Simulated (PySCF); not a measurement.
Correlation energy of Cu (copper, neutral)

[Ar] 3d10 4s1, 2S determinant. All numbers are calculated (PySCF 2.14, scalar relativity through the core potential, in aug-cc-pwCVDZ-PP with ECP10MDF). Frozen: 3s2 3p6; 11 electrons correlated.

```csv
level,correlation energy (mhartree)
CCSD,-445.87
(T),-20.90
CCSD(T),-466.77
```

Diagnostics: T1 = 0.023, D1 = 0.0689, largest double amplitude 0.022.

Question: Is a single reference adequate?

Answer: Yes: T1 lies below 0.03 and no double amplitude reaches 0.07.
